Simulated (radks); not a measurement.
Results of a calculation; reference values are marked as such.
Question: The gallium ion Ga10+ is in [Ar] 3d3. Level of theory: scalar-relativistic Kohn-Sham, LDA (Slater exchange, Perdew-Wang correlation), spin-polarised, spherical densities, finite nucleus; Fermi nuclear charge, rms radius of each element as measured or else 0.836 A^(1/3) + 0.57 fm (a radial shooting solver on a logarithmic mesh with Libxc functionals). Open shells are filled with parallel spins first. One electron is removed from 3s, 2p, 3d, 3p in turn, with full relaxation. Which removal costs least, and what does each cost?

Answer: 3d 281.43 eV; 3p 355.02 eV; 3s 405.45 eV; 2p 1420.8 eV. The 3d electron leaves first.
